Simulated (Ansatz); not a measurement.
Reaction (ligand exchange at the Si–C bond): `C[SiH2]C(F)BF` + HCl → `C[SiH2]Cl` + `FBCF`

Gas-phase electronic energies from Ansatz, PBE0-D4/def2-TZVP geometries. CCSD(T)/CBS adds triple-zeta CCSD(T) − MP2 to the extrapolated MP2 energy (def2 sets, frozen cores). This one scheme is used for every species. DFT in def2-TZVPP. B3LYP here is the variant with VWN-RPA as its local correlation; programs differ in this. One conformer a species, not always the lowest.

Q: Is it downhill or uphill in electronic energy at CCSD(T)/CBS, and by how much? (An estimate is asked.)

A: Computed: Downhill: ΔE = -25.5 kcal/mol.

Q: What do these levels give: r2SCAN-D4, ωB97M-V, B2PLYP, B3LYP, HF/def2-TZVPP, CCSD/def2-TZVPP? (Best estimate.)

A: Computed: r2SCAN-D4 -25.5, ωB97M-V -25.3, B2PLYP -26.6, B3LYP -26.8, HF/def2-TZVPP -30.6, CCSD/def2-TZVPP -25.5 kcal/mol.

Largest T1 diagnostic among the species: 0.012.

From PBE to PBE0 (25 % exact exchange), in def2-TZVPP and without D4, ΔE moves by −1.2 kcal/mol. The D4 term adds +1.5 kcal/mol with B3LYP and +0.9 kcal/mol with PBE0; it sums over pairs of atoms, weighted by their polarisabilities, and B3LYP, whose exchange is more repulsive, gets the larger term.
